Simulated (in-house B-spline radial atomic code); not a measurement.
Values are calculated unless marked as measured or tabulated.
## C6 from the polarisability at imaginary frequency: the magnesium ion Mg²⁺

CAM-B3LYP linear response of the closed shell [He] 2s2 2p6, from a B-spline radial code for spherical atoms; scalar-relativistic (spin-free one-electron X2C), finite nucleus, no spin-orbit coupling.

The dispersion coefficient of two like species is C6 = (3/π) ∫ α(iu)² du from 0 to ∞.

```
u (hartree)  α(iu) (bohr³)
          0         0.5051
      0.156         0.5035
      0.364         0.4967
      0.624         0.4814
       1.04          0.446
       1.56         0.3932
       2.34         0.3166
       3.64           0.22
        5.2         0.1483
       7.79        0.08616
         13        0.03861
         26        0.01145
```

Question: Fit one oscillator, α(iu) = α(0)/(1 + u²/ω²), through u = 5.2 and estimate C6.

Answer: From α(0)/α(iu) − 1 = 0.5051/0.1483 − 1 = 2.4059, ω = u/√2.4059 = 3.3524 hartree (91.2 eV). London's formula gives C6 = (3/4) α(0)² ω = 0.75 × 0.5051² × 3.3524 = 0.6415 hartree·bohr⁶, and the oscillator holds f = α(0) ω² = 5.68 electrons, of a sum of oscillator strengths of 10.0.

Question: How does that compare with the full integral?

Answer: The program's quadrature over all excitations gives C6 = 0.6093, so the single oscillator is off by +5.3 %. At the last point the fit gives α = 0.00826 against 0.0114: higher excitations, and deeper shells where there are any, keep the true curve higher at large u.
